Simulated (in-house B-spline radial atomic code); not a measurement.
Results of a calculation; reference values are marked as such.
## Li in electron gases of falling density

A nucleus sits in a uniform electron gas with a rigid positive background. The Kohn-Sham equations are solved self-consistently in the spin-unpolarised LDA (PW92), non-relativistic, on B-splines with outgoing waves at the boundary and partial waves to l = 8. The model has no lattice, no bands and no magnetic solution. Atomic units; δ_l are the phase shifts at the Fermi level, counted so that each bound state adds π, and good to about 0.0005.

```csv
r_s (bohr),k_F,δ0/π,δ1/π,δ2/π,shallowest bound level (hartree),σ_tr (bohr²),Q (a.u.)
1.5,1.2794,0.744,0.169,0.033,s -1.28,10.03,0.908
1.65,1.1631,0.779,0.169,0.030,s -1.33,11.75,0.726
1.8,1.0662,0.810,0.169,0.026,s -1.37,13.36,0.583
2,0.9596,0.848,0.169,0.022,s -1.41,15.31,0.438
2.07,0.9271,0.860,0.169,0.021,s -1.43,15.93,0.398
2.2,0.8723,0.882,0.168,0.019,s -1.45,16.99,0.332
2.4,0.7996,0.913,0.166,0.015,s -1.49,18.36,0.254
2.67,0.7188,0.952,0.163,0.011,s -1.52,19.70,0.178
3,0.6397,0.995,0.159,0.006,s -1.56,20.58,0.116
3.3,0.5816,1.032,0.154,0.003,s -1.59,20.80,0.080
3.6,0.5331,1.066,0.148,-0.000,s -1.61,20.75,0.057
4,0.4798,1.110,0.139,-0.004,s -1.63,20.96,0.038
```

Q = n k_F σ_tr, with n = 3/(4π r_s³).

Problem. How does the screening charge move between partial waves as the gas thins?

Solution. By (2/π)(2l + 1) δ_l, at r_s = 1.5 it is s 1.49, p 1.01, d 0.33, f and beyond 0.16, and at r_s = 4 s 2.22, p 0.83, d -0.04, f and beyond -0.02. The free atom is [He] 2s1.

Problem. What end-to-end powers of r_s do the first and last rows give for σ_tr and Q?

Solution. σ_tr goes as r_s^+0.75 and Q as r_s^-3.25. Since n k_F/k_F² goes as r_s⁻², Q = 4π n Σ/k_F would fall as r_s⁻² at fixed phase shifts; the sum Σ (l + 1) sin²(δ_l − δ_(l+1)) is 1.307 in the first row and 0.384 in the last, and ranges from 0.38 to 1.31 between them, so these powers are no law.
